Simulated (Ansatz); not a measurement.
```yaml
crystal:
  periodic: [false, false, false]
  atoms:
    - {symbol: Sn, position_ang: [-0.065787, -0.122261, -0.475144]}
    - {symbol: O, position_ang: [-0.076244, -0.120233, 1.494647]}
    - {symbol: H, position_ang: [0.353240, 0.649056, 1.874819]}
    - {symbol: H, position_ang: [1.558081, -0.117204, -1.008355]}
    - {symbol: H, position_ang: [-0.889182, 1.271868, -1.022628]}
    - {symbol: H, position_ang: [-0.880109, -1.561216, -0.863339]}
basis:
  gaussian: {orbitals: def2-mTZVPP}
total_charge: 1
magnetization: {spin_polarized: true, initial_magnetization: 1}
hamiltonian: {xc: {name: wB97}}
scf: {omitted_lower_state_checks: [starts]}
output: {forces: true}
```

```sh
$ ansatz run in.yaml --threads 4 --pin off --events-out ev --progress --plain --max-ram 3916MiB
```

Shortened log:

```
Functional definition: wB97
  name "wB97"
  cite "Chai & Head-Gordon, J. Chem. Phys. 128, 084106 (2008) doi:10.1063/1.2834918"
  cite "Becke, J. Chem. Phys. 107, 8554 (1997) doi:10.1063/1.475007"
  parameter omega = 0.4/bohr
  parameter cx1 = 1.13116
  parameter cx2 = -2.74915
  parameter cx3 = 12.0900
  parameter cx4 = -5.71642
  parameter css1 = -2.55352
  parameter css2 = 11.8926
  parameter css3 = -26.9452
  parameter css4 = 17.0927
  parameter cos1 = 3.99051
  parameter cos2 = -17.0066
  parameter cos3 = 1.07292
  parameter cos4 = 8.88211
  # The coefficients of nought are those of the uniform gas.
  exchange = spin_sum(e_x_unif_sr(omega)*poly(b97_u_x, 1, cx1, cx2, cx3, cx4)) + exact_x_lr(omega)
  correlation = spin_sum(e_c_pw_same_spin*poly(b97_u_same, 1, css1, css2, css3, css4))
      + integral(e_c_pw_opposite_spin*poly(b97_u_opposite, 1, cos1, cos2, cos3, cos4))
these checks for a lower state are left out or cut short: starts
760 factors; their error is unknown
291 factors; integrals over basis functions are off by at most 1.8e-5 eV
mean field evaluation 1: about -7918.6582 eV, gradient 6.5e1 eV
mean field evaluation 2: about -7876.6894 eV, gradient 1.1e2 eV
mean field evaluation 4: about -7933.6503 eV, gradient 4.9e0 eV
mean field evaluation 8: about -7934.0540 eV, gradient 8.5e-1 eV
mean field evaluation 16: about -7934.0706 eV, gradient 2.3e-3 eV
mean field -7934.07062634 eV, -291.5717176117 hartree, gradient 3.0e-6 eV, S^2 0.761059; 0 other end points of the search recorded, 0 dependent functions left out
the calculation of the forces begins
reference -7934.07061588 eV, -291.5717172273 hartree; 17, 16 occupied and 63, 64 virtual orbitals, 760 factors
Total energy: -7934.07061588 eV, -291.5717172273 hartree
Atom 0 at    -0.065787    -0.122261    -0.475144 Å, force    -0.540190    -0.974882    -3.464363 eV/Å
Atom 1 at    -0.076244    -0.120233     1.494647 Å, force    -0.262209    -0.459203     1.312650 eV/Å
Atom 2 at     0.353240     0.649056     1.874819 Å, force     0.486666     0.877459     0.930582 eV/Å
Atom 3 at     1.558081    -0.117204    -1.008355 Å, force    -0.003918     0.201427     0.451004 eV/Å
Atom 4 at    -0.889182     1.271868    -1.022628 Å, force     0.174564     0.100234     0.452394 eV/Å
Atom 5 at    -0.880109    -1.561216    -0.863339 Å, force     0.145086     0.254965     0.317734 eV/Å
Dipole moment:     0.200533     0.358362     0.354069 e Å
Checks for a lower state left out: starts
```

It took 18 s on 4 threads of Intel Xeon on a shared host.

In the def2 sets Sn takes a core potential; there is no spin–orbit coupling.

The dipole of an ion depends on the origin.
